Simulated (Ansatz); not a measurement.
Cartesian coordinates (Å):
```xyz
10

C     -1.2560     0.9397     0.0079
C     -0.4393     0.0961    -0.6113
C      0.4025    -0.9136     0.0905
S      2.2006    -0.6219    -0.1547
H     -1.3670     0.9310     1.0865
H     -1.8422     1.6664    -0.5391
H     -0.3346     0.1318    -1.6910
H      0.2458    -1.9127    -0.3212
H      0.1789    -0.9486     1.1559
H      2.2112     0.6318     0.3276
```
Charge +1, spin multiplicity 2.

Method: frozen-core CCSD(T)/cc-pVTZ // B3LYP-D3(BJ)/def2-TZVP (Ansatz, a quantum-chemistry and plane-wave program). The geometry is that of the parent before the electron was removed.

```json
{
  "HF energy": "-514.36194 Ha",
  "MP2 correlation energy": "-0.63546 Ha"
}
```

Problem. Estimate the CCSD correlation energy, the (T) correction, the total energy and the T1 diagnostic.

Solution. 
```json
{
  "CCSD correlation energy": "-0.68646 Ha",
  "(T) correction": "-0.03090 Ha",
  "CCSD(T) total energy": "-515.07929 Ha",
  "T1 diagnostic": "0.022"
}
```
